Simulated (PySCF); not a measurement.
**Correlation energy of Cl⁺ (chlorine, charge +1)**

[Ne] 3s2 3p4, high-spin 3P determinant. All numbers are calculated (PySCF 2.14, scalar relativity by spin-free X2C-1e, in Sapporo-DZP-2012 (5s4p2d, 27 functions)). Frozen: [Ne]; 6 electrons correlated.

MP2 pair energies summed by pair of shells (mhartree):

| pair | energy | share (%) |
| --- | --- | --- |
| 3p-3p | -45.57 | 49.8 |
| 3s-3p | -39.03 | 42.6 |
| 3s-3s | -6.92 | 7.6 |

Total MP2 correlation energy: -91.52 mhartree.

Same-spin part -23.40 and opposite-spin part -68.12 mhartree; SCS-MP2 scales them by 1/3 and 6/5 to -89.55 mhartree.

```tsv
level	correlation energy (mhartree)
CCSD	-113.56
(T)	-1.41
CCSD(T)	-114.97
```

Diagnostics: T1 = 0.0082, D1 = 0.0277, largest double amplitude 0.056.

Cost of the coupled-cluster step: 0.21 s of wall time on 1 thread of Neoverse-V1 (shared host), for 6 correlated electrons.

Iterations:

```
CC2 = 0
CCSD nocc = (np.int64(4), np.int64(2)), nmo = (22, 22)
frozen orbitals [[0, 1, 2, 3, 4], [0, 1, 2, 3, 4]]
max_cycle = 100
direct = 0
conv_tol = 1e-08
conv_tol_normt = 1e-06
diis_space = 8
diis_start_cycle = 0
Init t2, MP2 energy = -0.0915236402093072
Init E_corr(UCCSD) = -0.0915236402327821
cycle = 1  E_corr(UCCSD) = -0.107948128149407  dE = -0.0164244879  norm(t1,t2) = 0.0423384
cycle = 2  E_corr(UCCSD) = -0.111704436181002  dE = -0.00375630803  norm(t1,t2) = 0.0145459
cycle = 3  E_corr(UCCSD) = -0.113578868132332  dE = -0.00187443195  norm(t1,t2) = 0.00598525
cycle = 4  E_corr(UCCSD) = -0.113550606356942  dE = 2.82617754e-05  norm(t1,t2) = 0.00065457
cycle = 5  E_corr(UCCSD) = -0.11355943140336  dE = -8.82504642e-06  norm(t1,t2) = 0.000122041
cycle = 6  E_corr(UCCSD) = -0.113558418132983  dE = 1.01327038e-06  norm(t1,t2) = 2.13347e-05
cycle = 7  E_corr(UCCSD) = -0.113558739396047  dE = -3.21263064e-07  norm(t1,t2) = 4.37366e-06
cycle = 8  E_corr(UCCSD) = -0.113558591481537  dE = 1.47914509e-07  norm(t1,t2) = 8.9552e-07
cycle = 9  E_corr(UCCSD) = -0.113558630236242  dE = -3.87547045e-08  norm(t1,t2) = 1.88488e-07
cycle = 10  E_corr(UCCSD) = -0.113558625143722  dE = 5.0925201e-09  norm(t1,t2) = 3.86471e-08
UCCSD converged
E(UCCSD) = -460.3665834350199  E_corr = -0.1135586251437217
UCCSD(T) correction = -0.00141460922197408
```
